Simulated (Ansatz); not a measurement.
A structure relaxed at PBE0-D4/def2-TZVP, charge 0, multiplicity 1:

```xyz
9

C     1.472   -0.691    0.019
S     0.991    1.007   -0.419
Sn   -1.366    0.797   -0.228
Cl   -1.823    0.145    1.972
H     1.136   -0.946    1.023
H     1.088   -1.414   -0.701
H     2.561   -0.716   -0.007
H    -2.101    2.306   -0.486
H    -1.959   -0.490   -1.174
```

Question: Give its formula and SMILES.

Answer: CH5ClSSn, `C[S][SnH2][Cl]`.

Question: Summarise the bond lengths by kind.

Answer: 1 × C–S 1.818 Å; 3 × C–H 1.089 to 1.090 Å; 1 × S–Sn 2.374 Å; 1 × Cl–Sn 2.340 Å; 2 × H–Sn 1.698 to 1.704 Å.

All numbers were calculated with Ansatz.
